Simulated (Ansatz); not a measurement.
`C[O][Al]([F])[O][SiH3]`. Charge 0, multiplicity 1. All single points use the PBE0-D4/def2-TZVP geometry. It is one conformer, not always the lowest.

```xyz
12

C     0.265    2.443    0.246
O    -0.937    1.763    0.019
Al   -1.357    0.160   -0.178
F    -2.937   -0.194   -0.429
O    -0.230   -1.069   -0.127
Si    0.647   -2.439   -0.118
H     0.201    3.008    1.181
H     0.451    3.152   -0.566
H     1.125    1.767    0.314
H     0.730   -2.998   -1.492
H     2.021   -2.147    0.369
H     0.022   -3.445    0.780
```

Question: What is the dipole moment at r2SCAN/def2-TZVPP? (An estimate is asked.)

Answer: The calculation gave: 1.97 D, with components (1.86, 0.56, 0.31) D in this frame, pointing from negative to positive charge.

Question: And with PBE, B3LYP, ωB97M-V? (Estimate.)

Answer: The calculation gave: PBE 1.93 D, B3LYP 2.04 D, ωB97M-V 2.01 D.

Question: Give the Mulliken charges with r2SCAN, PBE, ωB97M-V in def2-TZVPP. (Best estimate.)

Answer: Computed: 
```
atom  r2SCAN    PBE  ωB97M-V
  C1    0.03  -0.13    -0.16
  O2   -0.38  -0.30    -0.36
 Al3    0.76   0.59     0.71
  F4   -0.35  -0.31    -0.34
  O5   -0.36  -0.23    -0.32
 Si6    0.40   0.29     0.27
  H7    0.05   0.10     0.11
  H8    0.05   0.10     0.11
  H9    0.05   0.09     0.10
 H10   -0.08  -0.06    -0.04
 H11   -0.08  -0.07    -0.04
 H12   -0.08  -0.06    -0.04
```

B3LYP here is the variant with VWN-RPA as its local correlation; programs differ in this.
